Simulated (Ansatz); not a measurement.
Cartesian coordinates in Å:
```
O 1.186 0.080 -1.441
C 0.732 -0.562 -0.291
N -0.701 -0.595 -0.291
Ge -1.062 0.671 1.001
S 1.115 0.370 1.295
H 2.141 -0.018 -1.501
H 1.193 -1.554 -0.205
H -1.100 -0.614 -1.219
H -1.971 0.162 2.131
H -1.532 2.060 0.521
```

The species carries charge 0 and has multiplicity 1.

(1) List the r2SCAN/def2-TZVPP orbital energies in eV (the Gaussian-basis code of Ansatz). (Estimate.)

Results:

(1) The calculation gave: Occupied: -10834.83, -2408.68, -1349.88, -1199.96, -1199.92, -1199.91, -516.33, -385.20, -276.29, -213.11, -168.11, -157.19, -157.11, -156.97, -117.88, -117.77, -117.74, -31.16, -31.11, -31.05, -31.03, -31.01, -27.82, -23.30, -18.72, -16.36, -13.96, -13.59, -12.65, -11.14, -9.55, -9.31, -8.91, -7.82, -7.26, -6.12, -5.92. Lowest empty: -1.13, -0.73, 0.60, 1.13, 1.59, 1.99, 2.55, 3.11.
